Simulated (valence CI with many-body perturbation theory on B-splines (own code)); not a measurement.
**Energy levels of Ho⁵²⁺**

Computed by configuration interaction combined with many-body perturbation theory (CI+MBPT): five valence electrons over a frozen Dirac-Fock core [Ne], a basis of 11 s, 11 p, 10 d, 8 f, 5 g, 2 h functions for each j, with the one-electron correlation potential Σ1 (screened to all orders), the two-electron term Σ2, the three-electron term Σ3, Breit, model QED; selected single and double excitations, second order for the rest, scaled by the run's own slope (own B-spline code, finite nucleus).

The last digits are not significant, and no measured levels were compared; by estimate large intervals hold to a few tenths of a per cent, small ones and those within an open d or f shell to about a per cent. Among the levels kept, up to 3200 cm⁻¹ of a level comes from second order outside the variational space, and about a tenth of that is noise between levels of different J, which matters for small intervals.

Levels 91 to 135 of 166, with energies above the lowest level, (3s^2 3p1/2^2 3p3/2) J=3/2. "Leading %" is the weight of the configuration and term that name the level; weights of strongly mixed levels are sums over their largest components and can fall short. In the jj column 3d3/2^4 stands for four electrons in 3d with j = 3/2. Lifetimes count E1, E2, E3, M1 and M2 decay at the calculated energies, and are blank where another channel may lead or the interval is too uncertain; long ones can be off by a factor of two.

```
No.  Configuration  Term     J  E (× 10³ cm⁻¹)  Leading %      g  Lifetime                     Leading jj
 91        3s3p³3d   ²F°   5/2          6586.8         28  1.053    585 fs  3s 3p1/2 3p3/2^2 3d3/2 (91 %)
 92       3s3p²3d²    ⁴F   7/2          6643.9         27  1.234   5.88 ps  3s 3p1/2^2 3d3/2 3d5/2 (93 %)
 93        3s3p³3d   ⁴G°  11/2          6680.0         96  1.262   5.78 ps  3s 3p1/2 3p3/2^2 3d5/2 (96 %)
 94       3s3p²3d²    ⁴F   5/2          6684.9         18  1.192   5.26 ps  3s 3p1/2^2 3d3/2 3d5/2 (92 %)
 95        3s3p³3d   ²P°   1/2          6687.3         39  1.107    420 fs  3s 3p1/2 3p3/2^2 3d3/2 (76 %)
 96        3s3p³3d   ⁴D°   3/2          6690.6         25  1.330    586 fs  3s 3p1/2 3p3/2^2 3d3/2 (73 %)
 97        3s3p³3d   ⁴F°   9/2          6701.8         54  1.240   3.40 ps  3s 3p1/2 3p3/2^2 3d5/2 (90 %)
 98        3s3p³3d   ²F°   5/2          6710.6         23  1.042    514 fs  3s 3p1/2 3p3/2^2 3d3/2 (66 %)
 99        3s3p³3d   ²P°   1/2          6711.2         27  1.129   1.93 ps  3s 3p1/2 3p3/2^2 3d5/2 (83 %)
100       3s3p²3d²    ⁶D   3/2          6727.6         31  1.622   4.73 ps  3s 3p1/2^2 3d3/2 3d5/2 (95 %)
101        3s3p³3d   ⁴D°   1/2          6753.8         40  0.760    477 fs  3s 3p1/2 3p3/2^2 3d3/2 (78 %)
102        3s3p³3d   ⁴D°   3/2          6760.2         11  1.058    389 fs  3s 3p1/2 3p3/2^2 3d3/2 (60 %)
103          3s3p⁴    ²S   1/2          6777.8         34  1.803    459 fs              3s 3p3/2^4 (94 %)
104       3s3p²3d²    ⁴F   9/2          6783.5         29  1.216   4.14 ps  3s 3p1/2^2 3d3/2 3d5/2 (91 %)
105       3s3p²3d²    ²F   5/2          6796.5         24  1.118   4.47 ps  3s 3p1/2^2 3d3/2 3d5/2 (94 %)
106        3s3p³3d   ⁴D°   5/2          6799.5         39  1.305   1.58 ps  3s 3p1/2 3p3/2^2 3d5/2 (83 %)
107       3s3p²3d²    ²D   3/2          6834.8         20  1.057   5.00 ps  3s 3p1/2^2 3d3/2 3d5/2 (89 %)
108        3s3p³3d   ²D°   3/2          6838.6         29  1.197   1.41 ps  3s 3p1/2 3p3/2^2 3d5/2 (90 %)
109       3s3p²3d²    ²G   7/2          6845.3         30  0.926   4.47 ps  3s 3p1/2^2 3d3/2 3d5/2 (96 %)
110        3s3p³3d   ²F°   7/2          6849.9         50  1.126   2.37 ps  3s 3p1/2 3p3/2^2 3d5/2 (85 %)
111        3s3p³3d   ²P°   1/2          6853.8         42  1.191    867 fs  3s 3p1/2 3p3/2^2 3d5/2 (60 %)
112        3s3p³3d   ⁴D°   5/2          6870.7         31  1.301   1.14 ps  3s 3p1/2 3p3/2^2 3d5/2 (81 %)
113       3s3p²3d²    ²P   1/2          6885.8         35  1.151   4.47 ps  3s 3p1/2^2 3d3/2 3d5/2 (90 %)
114        3s3p³3d   ⁴D°   7/2          6925.7         32  1.215   1.11 ps  3s 3p1/2 3p3/2^2 3d5/2 (82 %)
115        3s3p³3d   ²P°   3/2          6938.8         37  1.318   1.09 ps  3s 3p1/2 3p3/2^2 3d5/2 (77 %)
116        3s3p³3d   ²G°   9/2          6943.7         63  1.126   1.30 ps  3s 3p1/2 3p3/2^2 3d5/2 (77 %)
117        3s3p³3d   ⁴D°   5/2          6957.3         31  1.165   1.10 ps  3s 3p1/2 3p3/2^2 3d5/2 (85 %)
118        3s3p³3d   ²F°   5/2          7008.8         40  1.099   1.80 ps  3s 3p1/2 3p3/2^2 3d5/2 (87 %)
119        3s3p³3d   ⁴D°   7/2          7014.9         36  1.242    714 fs  3s 3p1/2 3p3/2^2 3d5/2 (95 %)
120        3s3p³3d   ²F°   7/2          7040.1         24  1.142    753 fs  3s 3p1/2 3p3/2^2 3d5/2 (68 %)
121        3s3p³3d   ²P°   3/2          7046.9         38  1.057   1.25 ps  3s 3p1/2 3p3/2^2 3d5/2 (82 %)
122        3s3p³3d   ²D°   5/2          7069.9         41  1.181    920 fs  3s 3p1/2 3p3/2^2 3d5/2 (81 %)
123       3s²3p3d²   ²G°   7/2          7081.1         22  1.086    405 fs      3s^2 3p3/2 3d3/2^2 (63 %)
124       3s²3p3d²   ⁴D°   1/2          7088.4         48  0.686    408 fs      3s^2 3p3/2 3d3/2^2 (46 %)
125       3s²3p3d²   ⁴D°   3/2          7094.4         20  0.998    341 fs      3s^2 3p3/2 3d3/2^2 (49 %)
126       3s²3p3d²   ⁴F°   5/2          7097.2         25  1.027    311 fs      3s^2 3p3/2 3d3/2^2 (66 %)
127        3s3p³3d   ²P°   1/2          7129.0         22  0.853    485 fs  3s 3p1/2 3p3/2^2 3d5/2 (50 %)
128        3s3p³3d   ²D°   3/2          7158.8         23  1.059    421 fs  3s 3p1/2 3p3/2^2 3d5/2 (57 %)
129       3s3p²3d²    ⁴F   9/2          7179.9         25  1.252   3.40 ps      3s 3p1/2^2 3d5/2^2 (89 %)
130        3s3p³3d   ²D°   5/2          7196.1         31  1.074    580 fs  3s 3p1/2 3p3/2^2 3d5/2 (80 %)
131        3s3p³3d   ²D°   3/2          7212.1         28  1.171    681 fs  3s 3p1/2 3p3/2^2 3d5/2 (71 %)
132       3s²3p3d²   ²P°   3/2          7255.6         16  1.379    274 fs      3s^2 3p3/2 3d3/2^2 (68 %)
133       3s3p²3d²    ²D   5/2          7265.3         18  1.350   2.80 ps      3s 3p1/2^2 3d5/2^2 (93 %)
134       3s3p²3d²    ²F   7/2          7303.9         22  1.080   3.17 ps      3s 3p1/2^2 3d5/2^2 (91 %)
135       3s²3p3d²   ⁴G°   9/2          7307.0         46  1.180    524 fs  3s^2 3p3/2 3d3/2 3d5/2 (80 %)
```
